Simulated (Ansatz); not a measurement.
Cartesian coordinates (Å):
```xyz
5

O     -1.6896    -0.3964     0.1764
In     0.0006     0.6346    -0.2560
O      1.6888    -0.4103     0.1495
H     -2.4962     0.0963    -0.0151
H      2.4964     0.0757    -0.0548
```
Charge 0, spin multiplicity 2.

Level of theory: frozen-core CCSD(T)/def2-TZVPP // B3LYP-D3(BJ)/def2-TZVP run with Ansatz (a program for electronic structure).

```yaml
HF energy: -340.18302 Ha
MP2 correlation energy: -0.75926 Ha
```

### Question
Estimate the CCSD correlation energy, the (T) correction, the total energy and the T1 diagnostic.

### Answer

```yaml
CCSD correlation energy: -0.75447 Ha
"(T) correction": -0.02723 Ha
CCSD(T) total energy: -340.96472 Ha
T1 diagnostic: 0.022
```
